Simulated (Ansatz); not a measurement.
Geometry optimisation, RKS PBE0/def2-SVP in Ansatz 0.2.0.

input.yaml

```yaml
crystal:
  periodic: [false, false, false]
  atoms:
    - { symbol: C, position_ang: [-0.3712, -1.0557, 0.0548] }
    - { symbol: B, position_ang: [0.722, -0.1378, 0.7041] }
    - { symbol: O, position_ang: [1.7737, 0.4056, -0.1295] }
    - { symbol: Zn, position_ang: [0.3382, 2.3844, -0.3806] }
    - { symbol: F, position_ang: [-1.08, 1.8713, -1.8383] }
    - { symbol: H, position_ang: [-1.4013, -0.505, 0.2079] }
    - { symbol: H, position_ang: [-0.2117, -1.1071, -1.0435] }
    - { symbol: H, position_ang: [-0.3894, -2.0015, 0.4999] }
    - { symbol: H, position_ang: [0.7082, 0.0995, 1.908] }
basis:
  gaussian: { orbitals: def2-SVP }
hamiltonian:
  xc: pbe0
relax:
  f_tol: 0.02
  max_steps: 50
```

Launched with:

```bash
$ ansatz run input.yaml --threads 2 --pin off --max-ram 3072MiB --backend cpu --events-out ev --progress --plain --runs-dir out
```

Question: Where does it end, and by what steps?

Answer: The forces met the threshold. The force dipped under the threshold on the way, but the program's further checks kept it going. After 23 steps the energy has fallen by 4.166 eV; F5 moved furthest, 1.22 Å. Joined: O3–Zn4 (2.46 → 1.79 Å).

```json
{"step": "0", "energy less start (eV)": "0.0000", "largest force component (eV/Å)": "3.602", "accepted": "yes"}
{"step": "1", "energy less start (eV)": "-1.8265", "largest force component (eV/Å)": "3.315", "accepted": "yes"}
{"step": "2", "energy less start (eV)": "-3.0103", "largest force component (eV/Å)": "1.214", "accepted": "yes"}
{"step": "3", "energy less start (eV)": "-3.3961", "largest force component (eV/Å)": "1.076", "accepted": "yes"}
{"step": "4", "energy less start (eV)": "-3.6788", "largest force component (eV/Å)": "0.908", "accepted": "yes"}
{"step": "5", "energy less start (eV)": "-3.8912", "largest force component (eV/Å)": "0.603", "accepted": "yes"}
{"step": "6", "energy less start (eV)": "-3.9700", "largest force component (eV/Å)": "0.794", "accepted": "yes"}
{"step": "7", "energy less start (eV)": "-4.0686", "largest force component (eV/Å)": "0.264", "accepted": "yes"}
{"step": "8", "energy less start (eV)": "-4.1079", "largest force component (eV/Å)": "0.333", "accepted": "yes"}
{"step": "9", "energy less start (eV)": "-4.1255", "largest force component (eV/Å)": "0.427", "accepted": "yes"}
{"step": "10", "energy less start (eV)": "-4.1381", "largest force component (eV/Å)": "0.413", "accepted": "yes"}
{"step": "11", "energy less start (eV)": "-4.1456", "largest force component (eV/Å)": "0.119", "accepted": "yes"}
{"step": "12", "energy less start (eV)": "-4.1391", "largest force component (eV/Å)": "0.287", "accepted": "no"}
{"step": "13", "energy less start (eV)": "-4.1489", "largest force component (eV/Å)": "0.029", "accepted": "yes"}
{"step": "14", "energy less start (eV)": "-4.1534", "largest force component (eV/Å)": "0.132", "accepted": "yes"}
{"step": "15", "energy less start (eV)": "-4.1534", "largest force component (eV/Å)": "0.297", "accepted": "yes"}
{"step": "16", "energy less start (eV)": "-4.1464", "largest force component (eV/Å)": "0.447", "accepted": "no"}
{"step": "17", "energy less start (eV)": "-4.1621", "largest force component (eV/Å)": "0.067", "accepted": "yes"}
{"step": "18", "energy less start (eV)": "-4.1643", "largest force component (eV/Å)": "0.075", "accepted": "yes"}
{"step": "19", "energy less start (eV)": "-4.1654", "largest force component (eV/Å)": "0.063", "accepted": "yes"}
{"step": "20", "energy less start (eV)": "-4.1639", "largest force component (eV/Å)": "0.136", "accepted": "no"}
{"step": "21", "energy less start (eV)": "-4.1659", "largest force component (eV/Å)": "0.029", "accepted": "yes"}
{"step": "22", "energy less start (eV)": "-4.1659", "largest force component (eV/Å)": "0.013", "accepted": "yes"}
{"step": "23", "energy less start (eV)": "-4.1660", "largest force component (eV/Å)": "0.015", "accepted": "yes"}
```

```xyz
9
Properties=species:S:1:pos:R:3
C -0.435 -1.050 0.215
B 0.614 -0.079 0.892
O 0.951 1.125 0.400
Zn 0.255 1.797 -1.102
F -0.348 2.551 -2.540
H -1.259 -1.266 0.918
H -0.884 -0.676 -0.725
H 0.032 -2.027 -0.001
H 1.163 -0.423 1.927
```

Run time: 90 s on 2 threads of Intel(R) Xeon(R) Platinum 8488C (Sapphire Rapids), on a shared host, peak memory 0.27 GiB.
